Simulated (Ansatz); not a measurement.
Input file for Ansatz (a quantum-chemistry and plane-wave program): R-CCSD(T)/cc-pV(T+d)Z on Si2H6 (SMILES [SiH3][SiH3]). The basis file is the Basis Set Exchange's JSON of that set.

Ansatz 0.2 input:
```yaml
crystal:
  periodic: [false, false, false]
  atoms:
    - {symbol: Si, position_ang: [-0.00000001, 0.00000000, 1.17827237]}
    - {symbol: Si, position_ang: [-0.00000001, 0.00000000, -1.17827237]}
    - {symbol: H, position_ang: [1.38918266, 0.00000000, 1.69731215]}
    - {symbol: H, position_ang: [-0.69459132, 1.20306761, 1.69731111]}
    - {symbol: H, position_ang: [-0.69459132, -1.20306761, 1.69731111]}
    - {symbol: H, position_ang: [1.38918266, 0.00000000, -1.69731215]}
    - {symbol: H, position_ang: [-0.69459132, 1.20306761, -1.69731111]}
    - {symbol: H, position_ang: [-0.69459132, -1.20306761, -1.69731111]}
basis:
  gaussian:
    orbitals: cc-pV_T+d_Z.json
magnetization: {spin_polarized: false}
correlation: {method: ccsd_t, electrons: outside_noble_gas}
scf: {lower_state_search: off}
```

Program output:

```
WARN ansatz: RAYON_NUM_THREADS=4 ignored (pool sized by the plan → 4); use --threads N
Functional definition: HF
these checks for a lower state are left out or cut short: stability, starts, cluster_reference, orbital_swaps, neighbouring_geometries, increment
integrals: 0.44 GiB planned
922 factors; integrals over basis functions are off by at most 9.7e-4 eV
mean field: 0.44 GiB planned
mean field evaluation 1: about -15818.6668 eV, gradient 1.3e1 eV
mean field evaluation 2: about -15818.7795 eV, gradient 1.4e1 eV
mean field evaluation 4: about -15820.0061 eV, gradient 7.5e-1 eV
mean field evaluation 8: about -15820.0046 eV, gradient 3.4e-2 eV
mean field evaluation 16: about -15820.0046 eV, gradient 1.3e-6 eV
mean field -15820.00464171 eV, -581.3744473985 hartree, gradient 1.3e-6 eV, S^2 0.000000; 0 other end points of the search recorded, 0 dependent functions left out
10 core orbitals not correlated
reference -15820.00464171 eV, -581.3744473985 hartree; 7, 7 occupied and 145, 145 virtual orbitals, 922 factors
second order -7.18280168 eV of doubles, -0.00000000 eV of singles
coupled cluster: 0.69 GiB planned
cycle   1  -8.18002509 eV  change    -1.0e0 eV  update   7.5e-2
cycle   2  -8.54184629 eV  change   -3.6e-1 eV  update   2.5e-2
cycle   3  -8.55771184 eV  change   -1.6e-2 eV  update   6.7e-3
cycle   4  -8.55387686 eV  change    3.8e-3 eV  update   2.4e-3
cycle   5  -8.55300362 eV  change    8.7e-4 eV  update   6.5e-4
cycle   6  -8.55296957 eV  change    3.4e-5 eV  update   1.7e-4
cycle   7  -8.55299989 eV  change   -3.0e-5 eV  update   4.3e-5
cycle   8  -8.55300802 eV  change   -8.1e-6 eV  update   1.1e-5
perturbative correction -0.25217650 eV, -0.0092673154 hartree
Total energy: -15828.80982622 eV, -581.6980319610 hartree
Checks for a lower state left out: stability, starts, cluster_reference, orbital_swaps, neighbouring_geometries, increment
```

Self-consistency was reached.

Cost: around 7 core-seconds (rough).
